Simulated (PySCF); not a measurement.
Species: C₇H₁₁N₂P.
Geometry (GFN2-xTB, Å), atoms numbered from 1 in this order:
```xyz
21
C7H11N2P angstrom
C      3.344   -0.011   -0.506
C      2.079   -0.232   -0.159
C      1.078    0.804   -0.116
P      1.344    2.503   -0.425
C     -0.371    2.700   -0.132
N     -1.026    1.609    0.161
N     -0.225    0.563    0.179
C     -0.817   -0.742    0.422
C     -1.110   -1.420   -0.918
C     -2.085   -0.586    1.253
H      4.071   -0.804   -0.531
H      3.682    0.975   -0.780
H      1.771   -1.235    0.105
H     -0.913    3.628   -0.170
H     -0.095   -1.340    0.989
H     -0.202   -1.516   -1.509
H     -1.828   -0.826   -1.480
H     -1.526   -2.410   -0.754
H     -1.863   -0.079    2.188
H     -2.818    0.003    0.710
H     -2.500   -1.566    1.472
```

NICS is the negative of the GIAO shielding at a point without a nucleus: at the ring centre (0) and 1 Å above and below it (1); zz is the component along the ring normal. Level: GIAO PBE0/pcSseg-1 (PySCF, non-relativistic, gas phase) on the GFN2-xTB geometry, one conformer.

Ring bond lengths (Å), with Mayer bond orders in brackets: C3–P4 1.748 (1.31), P4–C5 1.751 (1.27), C5–N6 1.306 (1.54), N6–N7 1.318 (1.21), N7–C3 1.358 (1.13).

Task: What do the NICS probes read (ppm)?

Result: 
```csv
ring,type,NICS(0),"NICS(1), two faces","NICS(1)zz, two faces",rms pucker (Å),"centre to ring atoms, mean (Å)"
C3–P4–C5–N6–N7,5-membered ring with 2 N and P; formal bonds all aromatic,-11.1,-11.6 / -11.4,-26.5 / -25.8,0.00,1.26
```

Task: What can be read from them?

Result: 
- C3–P4–C5–N6–N7: mean NICS(1)zz -26.1 ppm, shielded.

Task: And the bond-length index? HOMA takes Krygowski's 1993 parameters.

Result: 
- C3–P4–C5–N6–N7: HOMA 0.85; the largest term is that of P4–C5, α(R − Ropt)² = 0.34.

Task: At the first NICS(1) probe listed for ring C3–P4–C5–N6–N7, 1 Å off the ring, what do the in-plane components average?

Result: The isotropic value is a third of the trace: (3 × -11.6 − (-26.5))/2 = -4.1 ppm.

Task: List the ring angles and the Hirshfeld charges of the ring atoms.

Result: 
- C3–P4–C5–N6–N7: C3 110.9° (-0.022 e), P4 86.0° (+0.010 e), C5 115.8° (-0.082 e), N6 111.2° (-0.108 e), N7 116.1° (+0.057 e); sum 540.0° against 540° for a flat convex ring.
